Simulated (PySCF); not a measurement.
Gas-phase reaction: 2 GaNH2 + GaH3 → 3 GaH + 2 NH2

Computed with PySCF and rigid-rotor harmonic-oscillator thermochemistry at 1 bar. † marks an energy on the PBE0/def2-TZVP geometry and frequencies; other levels use their own. MP2 freezes the core. 6-31G* has spherical d functions here. Open shells (unrestricted): NH2 (multiplicity 2); the rest are closed-shell singlets. Ga: all electrons, no relativistic terms. GaNH2, GaH3, GaH: computed as isolated molecules; such fragments, hydroxides, amides, oligomers or adducts are transient or little studied in the gas. MP2 isn't extrapolated to the basis-set limit; its ΔH°(298 K) is 719.4 kJ in def2-SVP and 748.9 kJ in def2-TZVPP. The harmonic model lacks anharmonicity and excited electronic states, which grow with temperature; levels with a mode under 35 cm⁻¹ are left out.

| level | ΔE electronic, kJ | ΔH°(298 K), kJ | ΔS°(298 K), J/K | ΔG°(1600 K), kJ |
|---|---|---|---|---|
| HF/6-31G* | 485 | 455 | 271 | 24 |
| HF/def2-TZVP† | 502 | 472 | 268 | 49 |
| MP2/def2-TZVPP† | 779 | 749 | 268 | 325 |
| PBE0/def2-SVP† | 715 | 685 | 268 | 261 |
| r2SCAN/def2-TZVP† | 714 | 684 | 268 | 261 |
| LDA/def2-TZVP† | 865 | 835 | 268 | 412 |
| ωB97X-V/def2-TZVP† | 719 | 689 | 268 | 266 |
ΔH° is lowest at HF/6-31G* and highest at LDA/def2-TZVP†. No reference value is set beside these.
